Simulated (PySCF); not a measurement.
**How methods differ on the ionisation energy of Kr¹⁹⁺**

Kr¹⁹⁺ [Ne] 3s2 3p5 (2P) → Kr²⁰⁺ [Ne] 3s2 3p4 (3P), as a difference of total energies. All numbers are calculated (PySCF 2.14, the spin-free X2C one-electron Hamiltonian (Gaussian nucleus), in an even-tempered Gaussian basis (19 s from 1.7 bohr⁻², ratio 2.5; 12 p from 2.2 bohr⁻², ratio 2.5; 5 d from 12 bohr⁻², ratio 2.7; 4 f from 18 bohr⁻², ratio 2.7)). Correlated levels: outer shells: 1s2 frozen; virtual orbitals above 40 to 60 times the deepest correlated orbital energy dropped. The calculations carry no spin-orbit coupling.

```json
{"method": "UHF", "ionisation energy (eV)": "833.92"}
{"method": "LDA", "ionisation energy (eV)": "835.97"}
{"method": "PBE0", "ionisation energy (eV)": "835.87"}
{"method": "M06", "ionisation energy (eV)": "836.06"}
{"method": "BHandHLYP", "ionisation energy (eV)": "835.65"}
{"method": "MP2 (outer shells)", "ionisation energy (eV)": "834.93"}
{"method": "SCS-MP2 (outer shells)", "ionisation energy (eV)": "834.86"}
```

Task: Estimate what PBE gives.

Result: 835.89 eV, closest to PBE0 among the rows shown.

Task: Estimate what r2SCAN gives.

Result: 836.10 eV, closest to M06 among the rows shown.

Spin-orbit coupling is strong in these open shells (close to jj coupling). The scalar numbers leave it out and a first-order estimate fails, so it can dominate the gap to the real levels.

Breit and QED terms and the two-electron picture change are absent.

For comparison: 831.6 ± 0.9 eV (semi-empirical (NIST evaluation); NIST Atomic Spectra Database, ionization energies).
